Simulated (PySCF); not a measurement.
Isomers of C5H3F2O (doublet state), one GFN2-xTB conformer each. Single-point energies are computed at B3LYP/pcH-1 (PySCF, gas phase, no added dispersion term), electronic only. GFN2-xTB treats the open shell by occupation alone, and not every SCF solution was tested for stability.

```
            SMILES  GFN2-xTB relative energy (kJ/mol)
[CH2]C(=O)C#CC(F)F                                0.0
CO/C(F)=C1[C]=C\1F                              144.8
```

Conformers: `[CH2:1][C:2](=[O:3])[C:4]#[C:5][CH:6]([F:7])[F:8]` (doublet state) with H–C1–C2–O3 180° and 0°; `[CH3:1][O:2]/[C:3]([F:4])=[C:5]1[C:6]=[C:7]\1[F:8]` (doublet state) with C1–O2–C3–F4 0°.

Q: What does B3LYP/pcH-1 give for the same structures?

A: 
```tsv
SMILES	B3LYP/pcH-1 E (Eh)	B3LYP/pcH-1 (kJ/mol)	GFN2-xTB (kJ/mol)	point group
[CH2]C(=O)C#CC(F)F	-467.13309	0.0	0.0	C1
CO/C(F)=C1[C]=C\1F	-467.04197	239.3	144.8	Cs
```

Both levels put the same isomer lowest. As drawn, the lower has two fluorines on one carbon, which the higher lacks; the higher has a three-membered ring, which the lower lacks.
